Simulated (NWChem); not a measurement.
Ionisation of Cl₂Si

```
Si
Cl 1 2.1112
Cl 1 2.1112 2 101.95
```
Charge 0, spin multiplicity 1.

All runs are NWChem calculations. All single points use one geometry, from PBE/def2-SVP, a minimum by its harmonic frequencies.

Basis set: def2-TZVP. −ε marks an orbital energy of the parent.

B3LYP has NWChem's definition, with VWN1-RPA local correlation. The structure started from a generated list of species.

Problem. For the first vertical ionisation energy, −ε(HOMO) of B3LYP gives 7.65 eV and −ε(HOMO) of BLYP gives 6.60 eV. What do −ε(HOMO) of HF, −ε(HOMO) of r2SCAN, −ε(HOMO) of PBE give?

Solution. −ε(HOMO) of HF: 10.30 eV; −ε(HOMO) of r2SCAN: 6.97 eV; −ε(HOMO) of PBE: 6.74 eV.
